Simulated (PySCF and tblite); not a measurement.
The numbers below are computed, except where a source is named.
Stationary points of C4H9NSeSi at GFN2-xTB, in Å:

Structure A

```
 1 C    -1.664    1.222    0.254
 2 C    -0.909    0.530   -0.577
 3 N    -0.169   -0.609   -0.169
 4 C    -0.867   -1.875   -0.169
 5 C     1.104   -0.505    0.192
 6 Si    1.959    1.197    0.170
 7 Se    2.045   -1.949    0.734
 8 H    -2.235    2.070   -0.080
 9 H    -1.738    0.962    1.297
10 H    -0.835    0.776   -1.631
11 H    -1.877   -1.731   -0.546
12 H    -0.333   -2.593   -0.797
13 H    -0.903   -2.284    0.844
14 H     1.341    2.006    1.221
15 H     1.703    1.803   -1.141
16 H     3.378    0.979    0.398
```

Structure B

```
 1 C    -1.346    1.498   -0.012
 2 C    -1.163    0.373   -0.690
 3 N    -0.284   -0.651   -0.346
 4 C    -0.769   -2.001   -0.545
 5 C     0.914   -0.445    0.211
 6 Si    1.837    1.224    0.200
 7 Se    1.865   -1.815    0.908
 8 H    -2.043    2.238   -0.360
 9 H    -0.824    1.710    0.903
10 H    -1.756    0.157   -1.571
11 H    -1.654   -1.990   -1.176
12 H     0.011   -2.609   -1.009
13 H    -1.018   -2.456    0.416
14 H     1.657    1.845    1.511
15 H     1.308    2.058   -0.881
16 H     3.237    0.905   -0.042
```

Structure C

```
 1 C    -2.174    0.829   -0.182
 2 C    -0.849    0.715   -0.193
 3 N    -0.133   -0.469   -0.118
 4 C    -0.909   -1.686   -0.016
 5 C     1.209   -0.471   -0.140
 6 Si    2.242    1.135   -0.274
 7 Se    2.192   -1.984   -0.045
 8 H    -2.622    1.803   -0.245
 9 H    -2.851   -0.002   -0.114
10 H    -0.236    1.600   -0.265
11 H    -1.550   -1.792   -0.892
12 H    -0.239   -2.541    0.040
13 H    -1.526   -1.658    0.883
14 H     1.917    1.977    0.881
15 H     1.878    1.799   -1.529
16 H     3.644    0.755   -0.269
```

The path came from a restrained scan, a climbing-image band and a saddle search at GFN2-xTB; energies are PBE0/pcSseg-1 + D3(BJ)//GFN2-xTB, thermal terms GFN2-xTB.

Question: Which structure is a saddle point, and along which motion?

Answer: A: one imaginary mode (126i cm⁻¹ at GFN2-xTB, mostly on C1, H9, H10), along the rotation about the C2–N3 bond (torsion C1–C2–N3–C4 from 0° to 140°, rising).

Question: Give their symmetry and energies above the lowest.

Answer: A C1, 4.9 kcal/mol; B C1, 2.6 kcal/mol; C Cs, 0.0 kcal/mol.

Spin–orbit effects of heavy atoms on shieldings are missing.
